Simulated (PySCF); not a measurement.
# Zr³⁶⁺: ionisation energy

Zr³⁶⁺ [He] 2s2 (1S) → Zr³⁷⁺ [He] 2s1 (2S), as a difference of total energies. Calculation: PySCF 2.14, in an uncontracted even-tempered set (19 s from 14 bohr⁻², ratio 2.2; 8 p from 22 bohr⁻², ratio 2.4; 5 d from 65 bohr⁻², ratio 2.4; 5 f from 97 bohr⁻², ratio 2.4; 4 g from 150 bohr⁻², ratio 2.4); the spin-free X2C one-electron Hamiltonian (Gaussian nucleus). Correlated levels: nothing frozen; virtual orbitals above 40 to 60 times the deepest correlated orbital energy dropped. The calculations carry no spin-orbit coupling.

```
                 method  ionisation energy (eV)
                    UHF                  4986.7
                    LDA                  4984.1
                    PBE                  4991.3
                   PBE0                  4990.5
                 r2SCAN                  4985.8
                   TPSS                  4990.8
                 B2PLYP                  4990.8
    MP2 (all electrons)                  4992.4
SCS-MP2 (all electrons)                  4993.5
```

Task: How much does correlation contribute at MP2 (all electrons)?

Result: 4992.4 − (4986.7) = 5.7 eV, measured against UHF.

For this ion Breit and QED terms and the two-electron picture change, all absent here, outweigh the differences among the correlated methods.

For comparison: 4991 ± 5 eV (semi-empirical (NIST evaluation); NIST Atomic Spectra Database, ionization energies).
